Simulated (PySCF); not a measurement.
acetylene (C2H2), singlet, at a GFN2-xTB geometry; PySCF with DF-B3LYP/def2-TZVPD.

Here is a job for PySCF.
```python
from pyscf import gto, scf, dft
import numpy

mol = gto.M(
    atom='''
C    -0.00000000   -0.00000000   -0.59686216
C     0.00000000    0.00000000    0.59686216
H     0.00000000    0.00000000    1.64657465
H    -0.00000000   -0.00000000   -1.64657465
''',
    basis='def2-tzvpd',
    verbose=4,
)
print('smallest overlap eigenvalue', numpy.linalg.eigvalsh(mol.intor('int1e_ovlp'))[0])

mf = dft.RKS(mol)
mf.xc = 'b3lyp'
mf = mf.density_fit(auxbasis='def2-universal-jkfit')
mf = scf.addons.remove_linear_dep_(mf, threshold=1e-2, lindep=1e-2)
mf.kernel()
```

It wrote (shortened):

```
PySCF version 2.14.0

[INPUT] verbose = 4
[INPUT] num. atoms = 4
[INPUT] num. electrons = 14
[INPUT] charge = 0
[INPUT] spin (= nelec alpha-beta = 2S) = 0
[INPUT] symmetry False subgroup None
[INPUT] Mole.unit = angstrom
[INPUT] Symbol           X                Y                Z      unit          X                Y                Z       unit  Magmom
[...]
nuclear repulsion = 24.9993978384248
number of shells = 36
number of NR pGTOs = 126
number of NR cGTOs = 92
basis = def2-tzvpd
ecp = {}
input.py:19: DeprecationWarning: remove_linear_dep_ is deprecated and will be removed in a future release. Linear dependency handling is now built into the SCF procedure by default. Linear dependency removal can be controlled using the following settings:
  pyscf.scf.hf.remove_overlap_zero_eigenvalue = True
  pyscf.scf.hf.overlap_zero_eigenvalue_threshold = 1e-6

  mf = scf.addons.remove_linear_dep_(mf, threshold=1e-2, lindep=1e-2)
smallest overlap eigenvalue 1.1317324706323835e-06
Applying remove_linear_dep_ on SCF object.
Using canonical orthogonalization with threshold 0.01

******** <class 'pyscf.df.df_jk.DFRKS'> ********
method = DFRKS
initial guess = minao
damping factor = 0
level_shift factor = 0
DIIS = <class 'pyscf.scf.diis.CDIIS'>
diis_start_cycle = 1
diis_space = 8
diis_damp = 0
SCF conv_tol = 1e-09
SCF conv_tol_grad = None
SCF max_cycles = 50
direct_scf = False
XC library pyscf.dft.libxc version 7.1.2
    S. Lehtola, C. Steigemann, M. J. T. Oliveira, and M. A. L. Marques,  SoftwareX 7, 1–5 (2018)
XC functionals = b3lyp
    P. J. Stephens, F. J. Devlin, C. F. Chabalowski, and M. J. Frisch,  J. Phys. Chem. 98, 11623 (1994)
radial grids:
    Treutler-Ahlrichs [JCP 102, 346 (1995); DOI:10.1063/1.469408] (M4) radial grids

becke partition: Becke, JCP 88, 2547 (1988); DOI:10.1063/1.454033
pruning grids: <function nwchem_prune>
grids dens level: 3
symmetrized grids: False
atomic radii adjust function: <function treutler_atomic_radii_adjust>
small_rho_cutoff = 0
Set gradient conv threshold to 3.16228e-05
Initial guess from minao.
tot grids = 47856
******** <class 'pyscf.df.df.DF'> ********
auxbasis = def2-universal-jkfit
init E= -77.4702243174498
[...]
cycle= 1 E= -77.3324205555791  delta_E= 0.138  |g|= 0.35  |ddm|= 2.32
[...]
cycle= 2 E= -77.330865923878  delta_E= 0.00155  |g|= 0.35  |ddm|= 0.327
[...]
cycle= 3 E= -77.3637746951765  delta_E= -0.0329  |g|= 0.0134  |ddm|= 0.171
[...]
cycle= 4 E= -77.3638219544934  delta_E= -4.73e-05  |g|= 0.0025  |ddm|= 0.00978
[...]
cycle= 5 E= -77.3638230063244  delta_E= -1.05e-06  |g|= 0.00119  |ddm|= 0.000712
[...]
cycle= 6 E= -77.3638230670188  delta_E= -6.07e-08  |g|= 0.00113  |ddm|= 0.000395
[...]
cycle= 7 E= -77.3638229931134  delta_E= 7.39e-08  |g|= 0.00124  |ddm|= 0.000115
[...]
cycle= 8 E= -77.3638229932423  delta_E= -1.29e-10  |g|= 0.00124  |ddm|= 0.000108
[...]
cycle= 9 E= -77.3638222351871  delta_E= 7.58e-07  |g|= 0.00198  |ddm|= 0.000704
[...]
cycle= 10 E= -77.3638223100943  delta_E= -7.49e-08  |g|= 0.00191  |ddm|= 7.65e-05
[...]
cycle= 11 E= -77.3638222044901  delta_E= 1.06e-07  |g|= 0.00201  |ddm|= 0.000161
[...]
cycle= 12 E= -77.3638222954296  delta_E= -9.09e-08  |g|= 0.00202  |ddm|= 0.000977
[...]
cycle= 13 E= -77.3638230678986  delta_E= -7.72e-07  |g|= 0.00102  |ddm|= 0.000909
[...]
cycle= 14 E= -77.3638231836673  delta_E= -1.16e-07  |g|= 0.000881  |ddm|= 0.000433
[...]
cycle= 15 E= -77.3638231296302  delta_E= 5.4e-08  |g|= 0.000811  |ddm|= 0.00025
[...]
cycle= 16 E= -77.3638227019212  delta_E= 4.28e-07  |g|= 0.0015  |ddm|= 0.000492
[...]
cycle= 17 E= -77.3638232083048  delta_E= -5.06e-07  |g|= 0.000819  |ddm|= 0.000707
[...]
cycle= 18 E= -77.3638231443383  delta_E= 6.4e-08  |g|= 0.001  |ddm|= 0.000261
[...]
cycle= 19 E= -77.3638230659155  delta_E= 7.84e-08  |g|= 0.00111  |ddm|= 0.0003
[...]
cycle= 20 E= -77.3638224163512  delta_E= 6.5e-07  |g|= 0.00194  |ddm|= 0.000589
[...]
cycle= 21 E= -77.3638227484558  delta_E= -3.32e-07  |g|= 0.0016  |ddm|= 0.00106
[...]
cycle= 22 E= -77.3638232786227  delta_E= -5.3e-07  |g|= 0.000646  |ddm|= 0.000583
[...]
cycle= 23 E= -77.3638232221206  delta_E= 5.65e-08  |g|= 0.000717  |ddm|= 0.000262
[...]
cycle= 24 E= -77.3638227299143  delta_E= 4.92e-07  |g|= 0.0015  |ddm|= 0.000714
[...]
cycle= 25 E= -77.3638230105241  delta_E= -2.81e-07  |g|= 0.001  |ddm|= 0.00085
[...]
cycle= 26 E= -77.3638229195655  delta_E= 9.1e-08  |g|= 0.00121  |ddm|= 0.000908
[...]
cycle= 27 E= -77.3638227317437  delta_E= 1.88e-07  |g|= 0.00152  |ddm|= 0.000485
[...]
cycle= 28 E= -77.3638227917967  delta_E= -6.01e-08  |g|= 0.00138  |ddm|= 0.000427
[...]
cycle= 29 E= -77.3638228343235  delta_E= -4.25e-08  |g|= 0.00131  |ddm|= 0.000294
[...]
cycle= 30 E= -77.3638226914505  delta_E= 1.43e-07  |g|= 0.00159  |ddm|= 0.000545
[...]
cycle= 31 E= -77.3638228120272  delta_E= -1.21e-07  |g|= 0.00143  |ddm|= 0.000571
[...]
cycle= 32 E= -77.3638228489496  delta_E= -3.69e-08  |g|= 0.00137  |ddm|= 0.000136
[...]
cycle= 33 E= -77.3638223697399  delta_E= 4.79e-07  |g|= 0.002  |ddm|= 0.000729
[...]
cycle= 34 E= -77.3638215558635  delta_E= 8.14e-07  |g|= 0.00257  |ddm|= 0.00147
[...]
cycle= 35 E= -77.3638229278522  delta_E= -1.37e-06  |g|= 0.00115  |ddm|= 0.00075
[...]
cycle= 36 E= -77.3638227542686  delta_E= 1.74e-07  |g|= 0.00141  |ddm|= 0.000175
[...]
cycle= 37 E= -77.3638232222181  delta_E= -4.68e-07  |g|= 0.000604  |ddm|= 0.000674
[...]
cycle= 38 E= -77.3638227941696  delta_E= 4.28e-07  |g|= 0.00137  |ddm|= 0.000435
[...]
cycle= 39 E= -77.3638229395168  delta_E= -1.45e-07  |g|= 0.00125  |ddm|= 0.000977
[...]
cycle= 40 E= -77.363822202754  delta_E= 7.37e-07  |g|= 0.00195  |ddm|= 0.000557
[...]
cycle= 41 E= -77.3638229700335  delta_E= -7.67e-07  |g|= 0.00118  |ddm|= 0.000576
[...]
cycle= 42 E= -77.3638228487621  delta_E= 1.21e-07  |g|= 0.00146  |ddm|= 0.000366
[...]
cycle= 43 E= -77.3638228839129  delta_E= -3.52e-08  |g|= 0.00123  |ddm|= 0.000768
[...]
cycle= 44 E= -77.3638231248009  delta_E= -2.41e-07  |g|= 0.000922  |ddm|= 0.000564
[...]
cycle= 45 E= -77.3638231223131  delta_E= 2.49e-09  |g|= 0.000797  |ddm|= 0.000342
[...]
cycle= 46 E= -77.3638230092864  delta_E= 1.13e-07  |g|= 0.001  |ddm|= 0.00102
[...]
cycle= 47 E= -77.3638205770705  delta_E= 2.43e-06  |g|= 0.00321  |ddm|= 0.00176
[...]
cycle= 48 E= -77.3638231792994  delta_E= -2.6e-06  |g|= 0.000498  |ddm|= 0.00131
[...]
cycle= 49 E= -77.3638229520986  delta_E= 2.27e-07  |g|= 0.000957  |ddm|= 0.000526
[...]
cycle= 50 E= -77.3638231253079  delta_E= -1.73e-07  |g|= 0.000574  |ddm|= 0.000241
SCF not converged.
SCF energy = -77.3638231253079
```

Convergence was not reached.
